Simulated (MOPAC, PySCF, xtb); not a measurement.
Noncovalent pair: NH3 (SMILES N) (first 4 atoms) with CH6Si (SMILES C[SiH3]); geometry from B3LYP-D3(BJ)/def2-TZVP, rigid monomers moved along the line of their centres of mass till N1···Si6 is 4.21 Å.
(charge 0, multiplicity 1):
```
atom    x (Å)    y (Å)    z (Å)
----  -------  -------  -------
N      0.4145  -0.6255  -0.3634
H      1.2900  -0.5281   0.1377
H     -0.0930   0.2452  -0.2563
H     -0.1221  -1.3470   0.1040
C     -0.5004   0.7124   5.4992
Si    -0.2188   0.3006   3.6914
H     -1.0726  -0.0750   5.9935
H     -1.0535   1.6477   5.6039
H      0.4491   0.8211   6.0265
H      0.5328  -0.9708   3.5566
H      0.5584   1.3750   3.0270
H     -1.5132   0.1550   2.9821
```

Counterpoise-corrected where a basis set is named; no monomer relaxation. Rows marked so take none.

Rows in 6-31G* carry no dispersion term and start afresh at each structure (6-31G* with six Cartesian d functions). The state that PM6 reach isn't checked.

The values were computed with MOPAC for PM6 (differences of heats of formation); PySCF for 6-31G* rows; xtb for the GFN methods. Each number belongs to the level named beside it.

Q: One of these levels gives -23.3 meV for the interaction energy. Which one is it?
(A) GFN1-xTB
(B) B3LYP/6-31G*
(C) M06-2X/6-31G* (no counterpoise)
(D) PM6

A: D, PM6. The others give -47.9 (GFN1-xTB), -6.0 (B3LYP/6-31G*), -87.1 (M06-2X/6-31G* (no counterpoise))
